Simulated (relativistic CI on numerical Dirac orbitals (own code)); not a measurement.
# Charge states of potassium

Calculated at this level of theory: Dirac-Coulomb-Breit CI, separate exchange-only KLI orbitals for each configuration, QED by a radiative potential, valence Slater integrals scaled by 0.9 (own radial code, finite nucleus).

Each species is treated in one configuration, given outside its closed core. Radial values are for the open shell of highest l, unscaled and averaged over j; ζ includes the Breit term. Labels give the leading LS character, summed over repeated terms.

```
 Ion  Configuration  Its lowest level  LS weight (%)  ⟨r⟩ (bohr)  ⟨r²⟩ (bohr²)  ζ (cm⁻¹)  Next level  E (cm⁻¹)
   K             4s            2S_1/2            100         5.2         31.22                                
  K⁺        3s2 3p6              1S_0            100                                                          
 K²⁺        3s2 3p5           2P°_3/2            100        1.36         2.166      1458     2P°_1/2      2190
 K³⁺        3s2 3p4                 ?              ?           ?             ?         ?           ?         ?
 K⁴⁺        3s2 3p3           4S°_3/2            100       1.248         1.804      1773     2D°_3/2     26022
 K⁵⁺        3s2 3p2              3P_0            100       1.202         1.667      1941        3P_1    1136.1
 K⁶⁺         3s2 3p           2P°_1/2            100       1.161         1.551      2115     2P°_3/2    3181.1
 K⁷⁺            3s2              1S_0            100                                                          
 K⁸⁺             3s            2S_1/2            100        1.06         1.276                                
 K⁹⁺        2s2 2p6              1S_0            100                                                          
K¹⁰⁺        2s2 2p5           2P°_3/2            100      0.3334        0.1362     15570     2P°_1/2     23420
K¹¹⁺        2s2 2p4              3P_2             98      0.3243        0.1284     16550        3P_1     19008
K¹²⁺        2s2 2p3           4S°_3/2             99      0.3158        0.1213     17570     2D°_3/2     94218
K¹³⁺        2s2 2p2              3P_0             98      0.3079         0.115     18650        3P_1     13123
K¹⁴⁺         2s2 2p           2P°_1/2            100      0.3006        0.1093     19780     2P°_3/2     29742
K¹⁵⁺            2s2              1S_0            100                                                          
K¹⁶⁺             2s            2S_1/2            100      0.3359        0.1318                                
K¹⁷⁺            1s2              1S_0            100
```

Task: Fill in the row of K³⁺.

Result: Its lowest level 3P_2; LS weight (%) 100; ⟨r⟩ (bohr) 1.301; ⟨r²⟩ (bohr²) 1.967; ζ (cm⁻¹) 1612; Next level 3P_1; E (cm⁻¹) 1684.8.

With one configuration, terms of near-neutral atoms and ions can be 10 to 25 % off, and close levels can change places.
